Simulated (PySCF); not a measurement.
Computed vibrations of BiF3(NH3)

BiF3(NH3) (singlet). PySCF 2.14.0, RKS PBE0, Bi def2-SVP with ECP60, F def2-SVP, N def2-SVP, H def2-SVP; non-relativistic Hamiltonian with scalar-relativistic core potentials where named; density fitting; no spin-orbit coupling. Central differences of gradients.

```xyz
8

Bi    0.1638    0.1790    0.0702
F     1.2089   -1.0127    1.3588
F    -1.6376   -0.3643    0.8479
F     0.1933   -1.2521   -1.3815
N    -1.6984    0.7510   -1.7438
H    -2.5329    0.5239   -1.2017
H    -1.9009    1.5495   -2.3426
H    -1.4949   -0.0594   -2.3325
```

Run from Python with OMP_NUM_THREADS=2. Where DIIS fails, smearing, a level shift and second-order steps follow.
It took 2.1 min on 2 threads of Arm Neoverse V2 (shared host).

(1) What are the harmonic wavenumbers and infrared intensities?

(2) Is this a minimum?

Results:

(1) Negative numbers are unstable modes, those under 60 cm⁻¹ near the noise; a finer grid moves soft modes by up to 10 cm⁻¹.
| cm⁻¹ | km/mol | symmetry |
| --- | --- | --- |
| 88 | 0.8 |  |
| 109 | 2.6 |  |
| 130 | 0.1 |  |
| 175 | 16.5 |  |
| 192 | 11.7 |  |
| 213 | 55.9 |  |
| 241 | 0.9 |  |
| 452 | 49.3 |  |
| 467 | 16.0 |  |
| 571 | 93.2 |  |
| 576 | 100.1 |  |
| 588 | 64.9 |  |
| 1090 | 171.5 |  |
| 1597 | 32.7 |  |
| 1652 | 18.2 |  |
| 3487 | 13.4 |  |
| 3619 | 47.0 |  |
| 3650 | 31.8 |  |

(2) Yes. Ideal gas at 298.15 K and 1 bar: S = 384.8 J/(mol K), Cp = 114.6 J/(mol K), H − H(0 K) = 24.2 kJ/mol (rigid rotor, harmonic modes, spin degeneracy alone).
